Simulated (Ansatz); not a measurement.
**Question.** Name a neutral molecule of C, N, Si and H with HOMO energy (PBE/def2-TZVPP) between -5.40 and -5.10 eV and HOMO–LUMO gap (B3LYP/def2-TZVPP) between 6.30 and 6.60 eV (Ansatz, PBE0-D4/def2-TZVP geometry).

**Answer.** `C[C@H]1N[Si@H]1C` (-5.26 eV, 6.53 eV); `C1NC[SiH2]1` (-5.13 eV, 6.33 eV); `C[SiH]1CN1` (-5.24 eV, 6.54 eV); `C1C[SiH2]N1` (-5.26 eV, 6.33 eV); `NC1=NCN1[SiH3]` (-5.38 eV, 6.41 eV); `N[SiH]1NC[SiH2]1` (-5.34 eV, 6.45 eV). Other molecules can fit too; these were computed, each in one conformer that needn't be the lowest.

B3LYP here is the variant with VWN-RPA as its local correlation; programs differ in this.
